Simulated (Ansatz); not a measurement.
Name a neutral molecule of C, N, S, Si and H with size of the dipole moment (ωB97M-V/def2-TZVPP) between 1.60 and 1.90 D and HOMO energy (PBE/def2-TZVPP) between -5.45 and -5.15 eV (Ansatz, PBE0-D4/def2-TZVP geometry).

`CN[SiH](N)S` (1.64 D, -5.43 eV). Other molecules can fit too; these were computed, each in one conformer that needn't be the lowest.
